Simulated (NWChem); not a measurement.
Species: C5H5FSi; SMILES C#C[Si](C)(F)C#C

```xyz
12

C      1.3976    -0.1065    -2.4833
C      0.7087    -0.0171    -1.4874
Si    -0.3432     0.0719     0.0000
C     -1.6399    -1.2683     0.0000
F     -1.0736     1.5153     0.0000
C      0.7087    -0.0171     1.4874
C      1.3976    -0.1065     2.4833
H      2.0063    -0.1753    -3.3582
H     -2.2767    -1.1910    -0.8881
H     -2.2767    -1.1910     0.8881
H     -1.1732    -2.2597     0.0000
H      2.0063    -0.1753     3.3582
```
Atoms are numbered in this order, from 1.

Results from NWChem. Pople sets run with spherical d functions. The geometry was optimised at B3LYP/6-31G* (spherical d). Level: B3LYP/6-31G* with SMD (1 M gas to 1 M solution), gas-phase geometry. Reactions with the solvent are ignored.

For solvent toluene:

```yaml
solvation free energy (kcal/mol): -2.1
cavity-dispersion-structure term (kcal/mol): 2.1
dipole in solution (D): 2.29
```

**Question.** Estimate the same quantities for solvent water.

**Answer.** The solvation free energy (kcal/mol) is 1.0 and the cavity-dispersion-structure term (kcal/mol) is 8.5. The dipole in solution (D) is 2.54.
